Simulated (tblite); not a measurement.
Compound: C₆H₈BrOP.
Geometry (GFN2-xTB, Å), atoms numbered from 1 in this order:
```xyz
17
C6H8BrOP angstrom
C     -2.867   -0.284    0.504
C     -2.056   -0.280   -0.795
C     -0.598   -0.134   -0.516
O     -0.156    1.114   -0.270
C      1.149    1.105    0.009
Br     1.907    2.790    0.369
C      1.782   -0.095    0.003
C      3.232   -0.294    0.288
P      0.598   -1.364   -0.401
H     -3.926   -0.396    0.283
H     -2.721    0.648    1.046
H     -2.552   -1.110    1.139
H     -2.386    0.548   -1.426
H     -2.217   -1.218   -1.329
H      3.479    0.079    1.282
H      3.485   -1.350    0.235
H      3.841    0.251   -0.434
```

Computed values, GFN2-xTB/tblite, gas phase, harmonic and unscaled. The method is semi-empirical: single wavenumbers can be off by several per cent or more. One conformer, not necessarily the lowest. The optimisation stopped once no atom felt more than 0.01 eV/Å.

Lowest wavenumbers of the output (negative numbers stand for imaginary wavenumbers):
```
mode    cm-1
  1     -35.7
  2      30.6
  3      94.3
  4     140.9
  5     143.9
  6     188.2
  7     226.0
  8     244.9
```

Problem. Is this structure a minimum?

Solution. Not by this Hessian. 1 mode is imaginary beyond 20i (36i cm⁻¹), so at this level the point lies at or near a first-order saddle. The curvature is small, so loose convergence or finite differences may be the whole cause.

Problem. Which atoms move in the imaginary mode?

Solution. 36i: H17 (methyl hydrogen) 35 %, H15 (methyl hydrogen) 35 %, H16 (methyl hydrogen) 28 %. These are shares of the mass-weighted motion.

Problem. What is the remedy?

Solution. Step along that mode in both directions, optimise again with tighter thresholds and repeat the frequencies. The zero-point energy of this point (78.9 kcal/mol) counts the 44 real modes alone, and thermal corrections from it aren't those of a minimum.
